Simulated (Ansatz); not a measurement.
Basis-set extrapolation for CH₃AlCl₂ (PBE0-D4/def2-TZVP geometry, frozen core, Ansatz 0.2.0). Multiplicity 1, RHF reference.

|  | def2-TZVPP | def2-QZVPP |
| --- | --- | --- |
| HF | -1200.555019 | -1200.589563 |
| MP2 correlation | -0.632652 | -0.689244 |
| CCSD(T) correlation | -0.713393 | not run |

Energies in hartree. Use E(X) = E(∞) + A·exp(−7.88·√X) for Hartree–Fock and E(X) = E(∞) + B·X^(−2.97) for correlation, with X = 3 and 4, and add CCSD(T) minus MP2 of the smaller set to the MP2 limit.

What is the CCSD(T) energy at the basis-set limit?

HF limit: -1200.589563 + (-0.034544) × 0.13774 = -1200.59432. MP2 limit: -0.689244 + (-0.056592) × 0.74074 = -0.73116. Higher-order term: -0.713393 − (-0.632652) = -0.08074. Total: -1201.40622 hartree, 86.5 kcal/mol below CCSD(T)/def2-TZVPP.
